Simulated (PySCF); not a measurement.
Structure problem from calculated spectra and properties.

Formula: C9H14O.

| Property | Result |
| --- | --- |
| Rotational structure | rotational constants A, B, C: 2.980, 0.966, 0.930 GHz [GFN2-xTB] |
| 13C NMR | chemical shifts (computed TMS as zero) by class: 150.5 (1 C), 142.7 (1 C), 71.5 (1 C), 59.9 (1 C), 59.7 (1 C), 52.3 (1 C), 36.6 (1 C), 34.1 (1 C), 21.3 (1 C) ppm [GIAO PBE0/pcSseg-1] |
| NMR, other nuclei | isotropic shieldings of nuclei other than C and H, by class: 302 (1 O) ppm [GIAO PBE0/pcSseg-1] |
| 1H NMR | chemical shifts (computed TMS as zero) by class: 6.29 (1 H), 6.27 (1 H), 4.39 (1 H), 3.83 (1 H), 1.81 (1 H), 1.66 (1 H), 1.56 (1 H), 1.37 (3 H), 1.19 (1 H), 1.02 (1 H), 0.80 (1 H), 0.26 (1 H) ppm [GIAO PBE0/pcSseg-1] |
| Dipole | 1.64 D [PBE0/pcSseg-1] |

Gas-phase values; electronic properties from PySCF, density fitting. Levels stand in brackets. Isolated species at its GFN2-xTB geometry (one conformer only). NMR classes are plain means over equivalent atoms (diastereotopic ones count apart unless rotation or inversion swaps them), as if these changed places fast.

Question: Propose a structure and show how it fits.

Answer: Numbering: `[CH3:1][C@@:2]12[CH:3]=[CH:4][C@@:5]([CH2:6][OH:7])([CH2:8][CH2:9]1)[CH2:10]2`. Its formula, C9H14O, gives 3 degrees of unsaturation: 2 rings and 1 π bond in the structure found. 9 carbons fall into 9 classes; from least to most shielded: alkene CH carbon [C3] (150.5 ppm), alkene CH carbon [C4] (142.7 ppm), carbinol carbon (C–OH) [C6] (71.5 ppm), ring CH2 carbon [C10] (59.9 ppm), sp3 carbon at a ring junction [C5] (59.7 ppm), sp3 carbon at a ring junction [C2] (52.3 ppm), ring CH2 carbon [C9] (36.6 ppm), ring CH2 carbon [C8] (34.1 ppm), methyl carbon [C1] (21.3 ppm). Hydrogen classes from least to most shielded: 1 H on an alkene CH carbon, C4 (6.29 ppm), 1 H on an alkene CH carbon, C3 (6.27 ppm), 1 H on a carbinol carbon (C–OH), C6 (4.39 ppm), 1 H on a carbinol carbon (C–OH), C6 (3.83 ppm), 1 H on a ring CH2 carbon, C8 (1.81 ppm), 1 H on a ring CH2 carbon, C9 (1.66 ppm), 1 H on a ring CH2 carbon, C8 (1.56 ppm), 3 H on a methyl carbon, C1 (1.37 ppm), 1 H on a ring CH2 carbon, C9 (1.19 ppm), 1 H on a ring CH2 carbon, C10 (1.02 ppm), 1 H on a ring CH2 carbon, C10 (0.80 ppm), 1 H on an alcohol oxygen, O7 (0.26 ppm). The other shieldings belong to: 302 ppm, alcohol oxygen [O7]. The optimised geometry has point group C1 and is an asymmetric top. Structure: `C1[C@]2(CC[C@](C=1)(C)C2)CO`. Computed isomers that give other values at the same levels: `CC1=CC(=O)CC(C)(C)C1` (13C chemical shifts (computed TMS as zero) by class: 201.5 (1 C), 166.5 (1 C), 132.7 (1 C), 54.3 (1 C), 48.3 (1 C), 36.4 (1 C), 29.5 (2 C), 28.2 (1 C) ppm); `C[C@]1(C2CC2)CCCC1=O` (13C chemical shifts (computed TMS as zero) by class: 227.0 (1 C), 48.8 (1 C), 43.7 (1 C), 42.8 (1 C), 27.7 (1 C), 22.9 (1 C), 20.9 (1 C), 5.1 (1 C), -0.1 (1 C) ppm); `C/C=C\C(=C\CC)C(C)=O` (13C chemical shifts (computed TMS as zero) by class: 213.3 (1 C), 150.7 (1 C), 146.7 (1 C), 137.6 (1 C), 135.8 (1 C), 33.2 (1 C), 27.5 (1 C), 18.8 (1 C), 16.4 (1 C) ppm). The assignments are read from this structure; whether some other isomer fits the data as well wasn't checked. The mirror image fits equally.
